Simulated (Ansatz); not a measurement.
disiloxane (H$_{6}$OSi$_{2}$), singlet, at a GFN2-xTB geometry; BHLYP/6-311G** (Ansatz, a quantum-chemistry and plane-wave program).

Input for Ansatz:
Ansatz 0.2 input:
```yaml
crystal:
  periodic: [false, false, false]
  atoms:
    - {symbol: Si, position_ang: [1.58554558, -0.29465325, 0.09305373]}
    - {symbol: O, position_ang: [-0.00374610, -0.02898376, -0.03187953]}
    - {symbol: Si, position_ang: [-1.58414102, 0.30551525, -0.08108531]}
    - {symbol: H, position_ang: [1.99636140, -0.92391127, -1.16028168]}
    - {symbol: H, position_ang: [2.22242187, 1.00620543, 0.29041493]}
    - {symbol: H, position_ang: [1.77723671, -1.17669751, 1.24269936]}
    - {symbol: H, position_ang: [-2.21375802, -0.47470673, 0.98249776]}
    - {symbol: H, position_ang: [-2.04757203, -0.09473461, -1.40797725]}
    - {symbol: H, position_ang: [-1.72438507, 1.74364671, 0.14012516]}
basis:
  gaussian:
    orbitals: 6-311G__.json
hamiltonian:
  xc: {name: BHLYP}
accuracy: high
```
The basis file holds 6-311G** in the JSON format of the Basis Set Exchange.

**Question.** Write the output that Ansatz gives for this input, abridged.

**Answer.** 
```
Functional definition: BHLYP
2100 factors; integrals over basis functions are off by at most 2.6e-8 eV
mean field evaluation 1: about -17898.2606 eV, gradient 4.6e1 eV
mean field evaluation 2: about -17896.1001 eV, gradient 5.8e1 eV
mean field evaluation 4: about -17901.6053 eV, gradient 3.0e-1 eV
mean field evaluation 8: about -17901.7463 eV, gradient 1.4e-2 eV
mean field evaluation 16: about -17901.7463 eV, gradient 2.4e-6 eV
mean field -17901.74633156 eV, -657.8770434452 hartree, gradient 2.4e-8 eV, S^2 0.000000; 0 other end points of the search recorded, 0 dependent functions left out
reference -17901.74636479 eV, -657.8770446664 hartree; 21, 21 occupied and 87, 87 virtual orbitals, 2100 factors
Total energy: -17901.74636479 eV, -657.8770446664 hartree
```
